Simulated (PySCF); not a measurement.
Compound: C₅H₁₆OSi₂.
Bonds: C1–C2, C2–C3, C3–Si4, Si4–C5, Si4–C6, Si4–O7, O7–Si8. Hydrogens: H9, H10, H11 on C1; H12, H13 on C2; H14, H15 on C3; H16, H17, H18 on C5; H19, H20, H21 on C6; H22, H23, H24 on Si8.

The same species was optimised twice, with GFN2-xTB and with PBE0-D3(BJ)/def2-SVP (PySCF), and the same property calculations (PySCF, gas phase) were run on both structures.

```
      coordinate  GFN2-xTB  PBE0-D3(BJ)/def2-SVP  change
      Si4–O7 (Å)     1.634                 1.676  +0.042
      O7–Si8 (Å)     1.614                 1.649  +0.035
      Si4–C6 (Å)     1.903                 1.871  -0.032
      Si4–C5 (Å)     1.904                 1.872  -0.032
      C3–Si4 (Å)     1.907                 1.883  -0.024
       C1–C2 (Å)     1.524                 1.522  -0.002
       C2–C3 (Å)     1.527                 1.529  +0.002
  Si4–O7–Si8 (°)     165.4                 144.3   -21.1
    C1–C2–C3 (°)     111.9                 113.5    +1.6
   C2–C3–Si4 (°)     114.0                 115.3    +1.3
   C6–Si4–O7 (°)     106.7                 107.6    +0.9
   C5–Si4–C6 (°)     111.5                 110.8    -0.7
   C3–Si4–C6 (°)     111.6                 111.1    -0.5
   C5–Si4–O7 (°)     107.3                 107.8    +0.5
   C3–Si4–O7 (°)     107.9                 108.2    +0.3
C1–C2–C3–Si4 (°)       180                   180       0
C2–C3–Si4–C5 (°)        63                    63       0
```

Rotational constants: A = 1802, B = 708.8, C = 621.1 MHz (GFN2-xTB) against A = 1635, B = 779.8, C = 644.7 MHz (PBE0-D3(BJ)/def2-SVP).

On the GFN2-xTB structure: HOMO (eV) -7.68 [PBE0/pcSseg-1]; LUMO (eV) 0.50 [PBE0/pcSseg-1]; dipole (D) 0.52 [PBE0/pcSseg-1]; GIAO shielding of C1 (ppm) 165.7 [PBE0/pcSseg-1]; GIAO shielding of C2 (ppm) 166.3 [PBE0/pcSseg-1]; GIAO shielding of C3 (ppm) 161.8 [PBE0/pcSseg-1]; GIAO shielding of Si4 (ppm) 339.9 [PBE0/pcSseg-1]; GIAO shielding of C5/C6 (mean) (ppm) 186.7 [PBE0/pcSseg-1]; GIAO shielding of O7 (ppm) 306.4 [PBE0/pcSseg-1]; GIAO shielding of Si8 (ppm) 396.6 [PBE0/pcSseg-1].

Task: What do these properties become on the PBE0-D3(BJ)/def2-SVP structure?

Result: 
| property | level | on GFN2-xTB | on PBE0-D3(BJ)/def2-SVP | change |
| --- | --- | --- | --- | --- |
| HOMO (eV) | PBE0/pcSseg-1 | -7.68 | -7.88 | -0.20 |
| LUMO (eV) | PBE0/pcSseg-1 | 0.50 | 0.52 | +0.02 |
| dipole (D) | PBE0/pcSseg-1 | 0.52 | 1.11 | +0.59 |
| energy, GFN2-xTB geometry as zero (kcal/mol) | PBE0/pcSseg-1 | 0.0 | -3.0 | -3.0 |
| GIAO shielding of C1 (ppm) | PBE0/pcSseg-1 | 165.7 | 163.9 | -1.8 |
| GIAO shielding of C2 (ppm) | PBE0/pcSseg-1 | 166.3 | 164.5 | -1.8 |
| GIAO shielding of C3 (ppm) | PBE0/pcSseg-1 | 161.8 | 163.1 | +1.3 |
| GIAO shielding of Si4 (ppm) | PBE0/pcSseg-1 | 339.9 | 330.5 | -9.4 |
| GIAO shielding of C5/C6 (mean) (ppm) | PBE0/pcSseg-1 | 186.7 | 185.0 | -1.7 |
| GIAO shielding of O7 (ppm) | PBE0/pcSseg-1 | 306.4 | 304.7 | -1.7 |
| GIAO shielding of Si8 (ppm) | PBE0/pcSseg-1 | 396.6 | 395.6 | -1.0 |

The heavy atoms differ by 0.166 Å rms after alignment. Among bonds between heavy atoms Si4–O7 changes most (+0.042 Å). Changes are differences of the printed values. Neither structure is proved a minimum here.

Conformer computed: `[CH3:1][CH2:2][CH2:3][Si:4]([CH3:5])([CH3:6])[O:7][SiH3:8]`: C1–C2–C3–Si4 180°, C2–C3–Si4–C5 63°, C3–Si4–O7–Si8 -6°.
